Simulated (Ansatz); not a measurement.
The inner images of a band of F3HSZr + H2 (8 atoms, charge 0, multiplicity 1) are given out of order.

The calculation used RKS PBE-D4/def2-SVP (Ansatz).

Image 0:

```xyz
8
Properties=species:S:1:pos:R:3
Zr -0.498 -0.484 -0.425
S 0.876 -0.957 1.565
F -0.922 -2.172 -1.198
F -2.167 0.294 0.078
F 0.520 0.397 -1.782
H 0.262 1.805 0.788
H -0.059 2.192 0.200
H 1.987 -1.074 0.774
```

Image 6:

```xyz
8
Properties=species:S:1:pos:R:3
Zr -0.571 0.000 -0.943
S 0.490 -0.534 1.777
F 0.054 -1.807 -1.107
F -2.094 0.411 0.149
F -1.087 0.500 -2.711
H 0.582 0.772 2.158
H 0.821 1.234 -0.739
H 1.804 -0.576 1.416
```

Put them in order from the first end to the last, with their energies above the first end.
A.
```xyz
8
Properties=species:S:1:pos:R:3
Zr -0.586 -0.030 -0.651
S 0.535 -0.301 1.900
F 0.167 -1.727 -1.109
F -2.325 0.084 0.125
F -0.826 0.773 -2.370
H 0.797 0.823 0.889
H 0.654 1.396 -0.188
H 1.583 -1.018 1.403
```
B.
```xyz
8
Properties=species:S:1:pos:R:3
Zr -0.610 0.024 -0.870
S 0.458 -0.361 1.883
F 0.234 -1.689 -1.069
F -2.260 0.177 0.090
F -1.013 0.573 -2.651
H 1.033 0.859 1.680
H 0.583 1.426 -0.510
H 1.574 -1.010 1.448
```
C.
```xyz
8
Properties=species:S:1:pos:R:3
Zr -0.609 -0.246 -0.417
S 0.415 -0.600 1.868
F -0.067 -1.860 -1.260
F -2.430 -0.156 0.104
F -0.548 0.945 -1.944
H 0.848 1.276 0.490
H 0.775 1.656 -0.204
H 1.616 -1.015 1.364
```
D.
```xyz
8
Properties=species:S:1:pos:R:3
Zr -0.653 -0.646 -0.458
S 0.675 -0.921 1.594
F -0.727 -2.331 -1.344
F -2.393 -0.096 0.087
F 0.172 0.539 -1.707
H 0.588 2.068 0.821
H 0.507 2.404 0.134
H 1.832 -1.018 0.873
```
E.
```xyz
8
Properties=species:S:1:pos:R:3
Zr -0.724 -0.533 -0.433
S 0.476 -0.726 1.720
F -0.386 -2.154 -1.366
F -2.537 -0.310 0.089
F -0.262 0.822 -1.705
H 0.919 1.786 0.625
H 0.840 2.129 -0.059
H 1.674 -1.015 1.129
```

D (+0.9 kcal/mol), E (+3.6 kcal/mol), C (+9.8 kcal/mol), A (+22.0 kcal/mol), B (+19.5 kcal/mol).

Time of the run: 2.8 min on 2 threads of Arm Neoverse V1 (shared host), peak memory 0.16 GiB.
